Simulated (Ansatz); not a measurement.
Reaction (ligand exchange at the Si–O bond): `F[Si]O[SiH3]` + CH₃NH₂ → `CN[SiH3]` + `O[Si]F`

Isolated molecules relaxed with PBE0-D4/def2-TZVP in Ansatz; ΔE leaves out vibrations. CBS: MP2 limit from def2 TZ/QZ plus the TZ coupled-cluster correction, frozen cores. This one scheme is used for every species. Functionals use def2-TZVPP. Each species was taken in one conformer, which may not be the lowest.

```csv
level,ΔE (eV)
r2SCAN-D4,0.53
B97M-V,0.55
B2PLYP,0.57
MP2/CBS(def2),0.54
```

Q: What does CCSD(T)/CBS give? (An estimate is asked.)

A: The calculation gave: +0.55 eV. The listed levels differ from it by -0.02, 0.00, 0.02, -0.01 eV.

Largest T1 diagnostic among the species: 0.015.

Leaving LDA and LC-ωPBE aside and taking each functional with its dispersion term where it has one, the values, not all of them listed here, spread over 0.15 eV, from revPBE-D4 to BHLYP-D4. LDA lies −0.07 eV from PBE without D4. From BLYP to BHLYP (50 % exact exchange), in def2-TZVPP and without D4, ΔE moves by +0.05 eV. In def2-TZVPP, CCSD(T) changes the Hartree–Fock value by −0.12 eV (the triples alone add −0.02 eV) and MP2 by −0.14 eV.
